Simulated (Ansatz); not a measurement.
Input file for Ansatz (an electronic-structure program): U-PBE/def2-TZVPPD on FHMg (SMILES [F][MgH]), a point of a bond scan (R = 2.642 Å). Files ending in .json are basis or fitting sets from the Basis Set Exchange.

Ansatz 0.2 input:
```yaml
crystal:
  periodic: [false, false, false]
  atoms:
    - {symbol: Mg, position_ang: [-0.00000000, -0.00000000, -0.64398300]}
    - {symbol: H, position_ang: [-0.00000000, -0.00000000, -2.32551962]}
    - {symbol: F, position_ang: [0.00000000, 0.00000000, 1.99754411]}
basis:
  gaussian:
    orbitals: def2-TZVPPD.json
hamiltonian:
  xc: {name: PBE}
magnetization: {spin_polarized: true, initial_magnetization: 0}
```

The log:

```
WARN ansatz: RAYON_NUM_THREADS=1 ignored (pool sized by the plan → 1); use --threads N
Functional definition: PBE
integrals: 0.02 GiB planned
564 factors; their error is unknown
mean field: 0.21 GiB planned
mean field evaluation 1: about -8165.9987 eV, gradient 3.9e1 eV
mean field evaluation 2: about -7875.0965 eV, gradient 1.3e2 eV
mean field evaluation 4: about -8169.5545 eV, gradient 2.2e1 eV
mean field evaluation 8: about -8171.9028 eV, gradient 2.7e0 eV
mean field evaluation 16: about -8171.9202 eV, gradient 2.6e-4 eV
mean field -8171.92020494 eV, -300.3125284050 hartree, gradient 2.0e-5 eV, S^2 0.000000; 0 other end points of the search recorded, 0 dependent functions left out
reference -8171.92025103 eV, -300.3125300988 hartree; 11, 11 occupied and 81, 81 virtual orbitals, 564 factors
Total energy: -8171.92025103 eV, -300.3125300988 hartree
```

The run converged.

Cost: roughly 1.6 core-seconds.
